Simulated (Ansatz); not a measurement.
A run for Ansatz (a first-principles code): R-PBE/def2-TZVPP on FH3OSi (SMILES O[SiH2]F), a point of a torsion scan.

Ansatz 0.2 input:
```yaml
crystal:
  periodic: [false, false, false]
  atoms:
    - {symbol: O, position_ang: [1.14055438, -0.04689024, -0.45755402]}
    - {symbol: Si, position_ang: [-0.38166891, -0.03385645, 0.08358221]}
    - {symbol: F, position_ang: [-1.12886915, -1.05740935, -0.88970087]}
    - {symbol: H, position_ang: [1.90203906, 0.10420118, 0.09079810]}
    - {symbol: H, position_ang: [-0.99753213, 1.26087263, -0.13374517]}
    - {symbol: H, position_ang: [-0.49965683, -0.58231564, 1.42328228]}
basis:
  gaussian:
    orbitals: def2-TZVPP
hamiltonian:
  xc: {name: PBE}
scf: {lower_state_search: off}
```

The log:

```
WARN ansatz: RAYON_NUM_THREADS=1 ignored (pool sized by the plan → 1); use --threads N
Functional definition: PBE
these checks for a lower state are left out or cut short: stability, starts, cluster_reference, orbital_swaps, neighbouring_geometries, increment
integrals: 0.05 GiB planned
772 factors; their error is unknown
mean field: 0.41 GiB planned
mean field evaluation 1: about -12679.6034 eV, gradient 6.9e1 eV
mean field evaluation 2: about -12646.5351 eV, gradient 1.5e2 eV
mean field evaluation 4: about -12686.5827 eV, gradient 9.9e0 eV
mean field evaluation 8: about -12686.7189 eV, gradient 1.1e-1 eV
mean field evaluation 16: about -12686.7014 eV, gradient 3.0e-5 eV
mean field -12686.70135227 eV, -466.2276753408 hartree, gradient 4.5e-6 eV, S^2 0.000000; 0 other end points of the search recorded, 0 dependent functions left out
reference -12686.70138482 eV, -466.2276765371 hartree; 17, 17 occupied and 129, 129 virtual orbitals, 772 factors
Total energy: -12686.70138482 eV, -466.2276765371 hartree
Checks for a lower state left out: stability, starts, cluster_reference, orbital_swaps, neighbouring_geometries, increment
```

The calculation finished and met its thresholds.

Cost: about 0.7 core-seconds (a rough figure).
